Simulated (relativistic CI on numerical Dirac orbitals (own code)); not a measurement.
## Cu3+: resonant inelastic scattering at the L2,3 edge

Computed with this model: Dirac-Coulomb-Breit CI, separate exchange-only KLI orbitals for each configuration, QED by a radiative potential, valence Slater integrals scaled by 0.9, Kramers-Heisenberg scattering through one core-hole configuration in a parametric crystal field; configurations [Ar] 3d8 → [He] 2s2 2p5 3s2 3p6 3d9; 80 K; core-hole width 0.4 eV; summed over polarisations. Incident energies are the highest absorption maxima for each field (at most a few, so the weaker spin-orbit partner edge can be absent), on the computed scale of the free ion. Intensities are in per cent of the strongest line above 0.02 eV; levels within 1 cm⁻¹ are merged; final levels count from the ground level, the first row holds all elastic scattering, lines under 0.4 are left out and each table stops after 24 rows. The scale of the Slater integrals is a model choice and moves the terms in proportion.

Field parameters in Wybourne normalisation: Oh B⁴₀ = 21Dq, B⁴₄ = √(5/14) B⁴₀. The field is a parameter set, without covalency.

S is read from ⟨S²⟩ = S(S + 1).

Oh, 10Dq = 4100 cm⁻¹:

```
Final level (eV)  Degeneracy  Irrep     S  933.8 eV  934.6 eV  937.1 eV
           0.000           3     T2  1.00     194.0     292.0      21.6
           0.461           2      E  1.00      38.8      65.9      10.2
           0.493           3     T1  1.00      43.6      68.9      28.4
           0.593           3     T2  1.00      51.7     100.0      13.1
           0.610           1     A2  1.00      14.1       0.4       1.9
           0.775           1     A1  1.00      17.6       4.7       9.8
           0.890           3     T1  1.00      36.1      13.1      10.4
           1.043           3     T2  1.00       7.6       1.6       1.7
           1.063           2      E  0.99       8.0      19.2       0.9
           2.373           2      E  0.09      15.6       2.3      34.8
           2.732           3     T2  0.26      12.5       7.3       5.5
           3.137           2      E  0.98       6.2      13.7       4.2
           3.183           3     T2  0.89       6.3      43.0       3.4
           3.231           3     T1  1.00       5.2       0.6       1.2
           3.271           1     A1  1.00       0.0       0.0       6.4
           3.628           1     A1  0.01       0.1       0.1      37.7
           3.778           3     T1  0.00       0.3       0.7      80.7
           4.025           2      E  0.01       1.6       0.8      28.7
           4.118           3     T2  0.00       0.8       5.3      27.2
```

Oh, 10Dq = 9300 cm⁻¹:

```
Final level (eV)  Degeneracy  Irrep     S  934.4 eV  935.5 eV  956.4 eV
           0.000           3     T2  1.00     236.6      39.7      41.9
           1.105           2      E  1.00      35.0      40.0       4.7
           1.133           3     T1  1.00      64.9      44.3      39.3
           1.205           3     T2  1.00     100.0      19.8      23.3
           1.232           1     A2  1.00      17.3       0.3       4.2
           1.829           1     A1  1.00      13.3       2.1       8.9
           1.924           3     T1  1.00      26.3      13.4       9.1
           2.042           2      E  0.93      17.7      24.0       4.5
           2.071           3     T2  1.00      14.5       3.3      11.0
           2.507           2      E  0.19      17.0       1.0      40.6
           3.476           3     T2  0.19      18.1       1.1       9.4
           3.931           1     A1  0.07       0.1       0.4      47.2
           3.971           2      E  1.00      18.3       5.9      18.0
           4.019           3     T2  0.93      14.8       6.1      18.7
           4.068           3     T1  1.00       8.9       1.1      18.8
           4.111           1     A1  0.98       0.0       0.0      11.5
           4.401           3     T1  0.01       0.8       1.2      89.9
           5.188           2      E  0.01       4.2       1.0       9.5
           5.273           3     T2  0.01       1.4       0.9      10.6
```

For the first field the strongest loss at the lowest incident energy is the level at 0.59 eV (S = 1.00, against 1.00 in the thermal ground state). Levels of other spin, the first over 8 % at 2.37 eV, appear because spin-orbit coupling of the core hole, and in heavier ions of the valence shell too, mixes spins.
